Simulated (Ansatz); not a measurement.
The cluster Hf3Si. The state is a triplet with charge 0. Geometry B3LYP-D4/def2-SVP; atoms count from 1.

```xyz
4

Hf    0.2076   -1.3641   -0.0237
Hf    1.3878    0.3784   -1.7610
Hf   -0.6086    1.2335   -0.1087
Si   -0.9868   -0.2478    1.8934
```

In the def2 sets Hf takes a core potential; there is no spin–orbit coupling. At PBE0-D4/def2-TZVP a quintet of charge 0 lies 0.97 eV below the triplet, each at its own geometry. The structure comes from a short search, and lower isomers may exist.

(1) Estimate the Mulliken populations from the PBE0/def2-TZVP orbitals of Ansatz.

(2) Where does the spin sit?

(3) And the Mayer bond orders between heavy atoms (over 0.3)?

Answers

(1) 
```
atom  charge (e)  spin (α − β)  d electrons
 Hf1        0.17          0.80         2.55
 Hf2       -0.01          0.90         2.40
 Hf3        0.19          0.30         2.57
 Si4       -0.35          0.00            –
```
Mulliken values depend strongly on the basis.

(2) Summed by element: Hf 2.00, Si 0.00, of 2 unpaired in all. Largest on single atoms: Hf2 0.90, Hf1 0.80, Hf3 0.30.

(3) Hf1–Hf2 1.75 (2.73 Å); Hf1–Hf3 1.60 (2.72 Å); Hf1–Si4 1.50 (2.52 Å); Hf2–Hf3 1.78 (2.73 Å); Hf3–Si4 1.58 (2.52 Å).
